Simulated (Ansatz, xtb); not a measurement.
System: SrCl$_{2}$, charge -1, multiplicity 2. 
Geometry from a B3LYP-D3(BJ)/def2-TZVP (Ansatz, an electronic-structure program) optimisation:
```xyz
3

Sr    -0.0805    -0.5483    -0.2154
Cl     1.8022     1.0055    -1.3994
Cl    -1.6222     0.2200     1.8809
```
Charge -1, spin multiplicity 2.

Harmonic wavenumbers from GFN2-xTB (xtb, at its own minimum), cm⁻¹: 49, 116, 127.

Q: Give the harmonic wavenumbers at B3LYP-D3(BJ)/def2-TZVP (Ansatz, finite differences of forces, unscaled).

A: 53, 229, 249 cm⁻¹. Zero-point energy 0.8 kcal/mol.

Q: From these and the geometry, give the ideal-gas thermochemistry at 298.15 K and 1 atm (rigid rotor, harmonic oscillator).

A: Point group C2v, rotational symmetry number 2. Rotational constants 8.136, 1.234, 1.072 GHz. S(trans) 41.09, S(rot) 26.42, S(vib) 8.33, S(elec, spin only) 1.38, S 77.2 cal/(mol K). H(298) - H(0) 3.52 kcal/mol; G - E(el) -18.7 kcal/mol.
